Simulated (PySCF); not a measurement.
Excitation energy of Ar²⁺ by level of theory

Ar²⁺ [Ne] 3s2 3p4 (3P) → Ar²⁺ [Ne] 3s2 3p3 3d1 (5D), as a difference of total energies. Computed with PySCF 2.14 in dyall-acv3z (19s12p6d4f, 113 functions), with no relativity, point nucleus. Correlated levels: valence: [Ne] frozen; virtual orbitals above 40 to 60 times the deepest correlated orbital energy dropped. The calculations carry no spin-orbit coupling.

```json
{"method": "UHF", "excitation energy (cm⁻¹)": "137370"}
{"method": "MP2 (valence)", "excitation energy (cm⁻¹)": "142690"}
{"method": "SCS-MP2 (valence)", "excitation energy (cm⁻¹)": "144200"}
{"method": "CCSD (valence)", "excitation energy (cm⁻¹)": "143440"}
{"method": "CCSD(T) (valence)", "excitation energy (cm⁻¹)": "143710"}
```

A first-order spin-orbit estimate (lowest level to lowest level, LS coupling) adds 0.056 eV.

The promoted electron is Rydberg-like, and one or two diffuse shells describe it only roughly, which tends to raise the upper state.
